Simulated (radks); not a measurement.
Values are calculated unless marked as measured or tabulated.
Zn III, 28 electrons, occupied as [Ar] 3d9 4d1 (not the ground configuration). Level of theory: Dirac Kohn-Sham, PBEsol, spin-unpolarised, spherical densities, finite nucleus; open shells fill j = l - 1/2 first; Fermi nuclear charge, rms radius 3.9283 fm (a radial shooting solver on a logarithmic mesh with Libxc functionals).

Unscreened Slater integrals over Kohn-Sham orbitals (cm^-1). Large and small components are both included. Empty in this configuration: 4d5/2.

| integral | value |
|---|---|
| F0(4d3/2,4d3/2) | 51230 |
| F2(4d3/2,4d3/2) | 27185 |
| F0(4d3/2,3d5/2) | 68134 |
| F2(4d3/2,3d5/2) | 9258.0 |
| G2(4d3/2,3d5/2) | 3655.7 |
| G4(4d3/2,3d5/2) | 2597.1 |
| F0(4d3/2,3d3/2) | 68163 |
| F2(4d3/2,3d3/2) | 9212.0 |
| G0(4d3/2,3d3/2) | 3850.8 |
| G2(4d3/2,3d3/2) | 3659.1 |
| F0(4d3/2,3p3/2) | 68658 |
| F2(4d3/2,3p3/2) | 7861.2 |
| G1(4d3/2,3p3/2) | 3629.9 |
| G3(4d3/2,3p3/2) | 2637.6 |
| F0(4d3/2,4d5/2) | 51177 |
| F2(4d3/2,4d5/2) | 27158 |
| G2(4d3/2,4d5/2) | 27157 |
| G4(4d3/2,4d5/2) | 18057 |
| F0(3d5/2,3d5/2) | 246600 |
| F2(3d5/2,3d5/2) | 114100 |
| F4(3d5/2,3d5/2) | 70975 |
| F0(3d5/2,3d3/2) | 247340 |
| F2(3d5/2,3d3/2) | 114430 |
| G2(3d5/2,3d3/2) | 114290 |
| G4(3d5/2,3d3/2) | 71104 |
| F0(3d5/2,3p3/2) | 261050 |
| F2(3d5/2,3p3/2) | 123220 |
| G1(3d5/2,3p3/2) | 151790 |
| G3(3d5/2,3p3/2) | 92305 |
| F0(3d5/2,4d5/2) | 68027 |
| F2(3d5/2,4d5/2) | 9247.2 |
| F4(3d5/2,4d5/2) | 3787.2 |
| G0(3d5/2,4d5/2) | 3876.0 |
| G2(3d5/2,4d5/2) | 3684.8 |
| G4(3d5/2,4d5/2) | 2614.4 |
| F0(3d3/2,3d3/2) | 248090 |
| F2(3d3/2,3d3/2) | 114770 |
| F0(3d3/2,3p3/2) | 261870 |
| F2(3d3/2,3p3/2) | 123590 |
| G1(3d3/2,3p3/2) | 152110 |
| G3(3d3/2,3p3/2) | 92522 |
| F0(3d3/2,4d5/2) | 68057 |
| F2(3d3/2,4d5/2) | 9201.7 |
| G2(3d3/2,4d5/2) | 3678.9 |
| G4(3d3/2,4d5/2) | 2607.4 |
| F0(3p3/2,3p3/2) | 279250 |
| F2(3p3/2,3p3/2) | 139360 |
| F0(3p3/2,4d5/2) | 68555 |
| F2(3p3/2,4d5/2) | 7869.3 |
| G1(3p3/2,4d5/2) | 3700.1 |
| G3(3p3/2,4d5/2) | 2678.5 |
| F0(4d5/2,4d5/2) | 51124 |
| F2(4d5/2,4d5/2) | 27132 |
| F4(4d5/2,4d5/2) | 18043 |
